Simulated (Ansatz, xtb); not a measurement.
# C4H4N2OS2: 3 structures ranked

3 gas-phase structures of C4H4N2OS2, from a drawn sample of its isomers (lower ones may exist). Each was relaxed with GFN2-xTB; where two conformers were screened, the lower at r2SCAN-D4/def2-SVP is listed:

A. `O/C=C(/S)c1ncns1`, a singlet
B. `OCC(=S)c1ncns1`, a singlet
C. `O=C[C@@H](S)c1ncns1`, a singlet

Question: Make a reasoned guess at their ranking by r2SCAN-D4/def2-SVP single-point energy.

Answer: Calculated order at r2SCAN-D4/def2-SVP: A (0.0), C (10.7), B (11.3) kcal/mol. Less than 1 kcal/mol parts C and B, so the order within that pair means little.

Energies above the lowest of each column, in kcal/mol; the last columns are at PBE0-D3(BJ)/def2-SVP geometries:

```csv
structure,GFN2-xTB,HF/STO-3G,r2SCAN-D4/def2-SVP,PBE0-D3(BJ)/def2-SVP,CCSD(T)/def2-SVP + ΔMP2/def2-TZVPP
A,0.0,0.0,0.0,0.0,0.0
C,11.1,1.4,10.7,12.6,6.5
B,9.2,14.9,11.3,14.6,9.5
```

Every level run on A puts it lowest or level with the lowest. Some further structures that were screened fall inside this span and aren't listed. Flexible structures stand in one conformer each, not always the lowest. Frequencies (GFN2-xTB) were run for B, C alone. The ΔMP2 step shifts differences by up to 3.6 kcal/mol, which makes them less sure. ΔMP2 is the change of the MP2 energy from the smaller to the larger basis.

Programs: Ansatz 0.2.0, xtb 6.7.1.
